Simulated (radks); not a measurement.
Values are calculated unless marked as measured or tabulated.
Charge is removed step by step from the 3p level of Sc, starting from [Ar] 3d1 4s2. Code: a radial shooting solver on a logarithmic mesh with Libxc functionals. Model: scalar-relativistic Kohn-Sham, SCAN, spin-unpolarised, spherical densities, finite nucleus; meta-GGA in the generalised Kohn-Sham scheme; Fermi nuclear charge, rms radius 3.5459 fm.

removed (e)  E - E(0) (eV)  eigenvalue (eV)  E minus straight line (eV)
0                    0.000          -34.773                       0.000
0.1                  3.568          -35.979                      -0.562
0.2                  7.196          -37.228                      -1.065
0.3                 10.988          -38.515                      -1.404
0.4                 14.899          -39.837                      -1.623
0.5                 18.950          -41.188                      -1.702
0.8                 31.968          -45.409                      -1.077
0.9                 36.548          -46.864                      -0.626
1                   41.305          -48.340                       0.000

Removing the whole electron costs 41.305 eV by Delta-SCF, against 34.773 eV from minus the eigenvalue at the starting occupation. Slater's transition state (half an electron removed) gives 41.188 eV. The mean slope of the eigenvalue, de/dn, is 13.6 eV per electron.
